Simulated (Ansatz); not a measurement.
The cluster Al2Sb2⁺. Charge 1, multiplicity 2. Geometry r2SCAN-D4/def2-SVP; atoms count from 1.

```xyz
4

Al    1.792    1.544   -0.356
Al   -1.792   -1.544    0.356
Sb    0.206    0.075    1.362
Sb   -0.206   -0.075   -1.362
```

In the def2 sets Sb takes a core potential; there is no spin–orbit coupling. The structure comes from a short search, and lower isomers may exist.

(1) Estimate the Mulliken populations from the PBE0/def2-TZVP orbitals of Ansatz.

(2) Where does the spin sit?

(3) And the Mayer bond orders between bonded heavy atoms (over 0.3)?

## Answers

(1) 
```tsv
atom	charge (e)	spin (α − β)
Al1	0.38	0.37
Al2	0.38	0.37
Sb3	0.12	0.13
Sb4	0.12	0.13
```
Mulliken values and Mayer orders depend strongly on the basis.

(2) Summed by element: Al 0.74, Sb 0.26, of 1 unpaired in all. Largest on single atoms: Al1 0.37, Al2 0.37, Sb3 0.13.

(3) Al1–Sb3 0.73 (2.76 Å); Al1–Sb4 0.73 (2.76 Å); Al2–Sb3 0.73 (2.76 Å); Al2–Sb4 0.73 (2.76 Å); Sb3–Sb4 1.61 (2.76 Å). Values over 0.3 also appear between atoms too far apart for a bond (Al1–Al2 0.30 at 4.78 Å); they arise where an orbital or an unpaired electron spreads over both atoms.
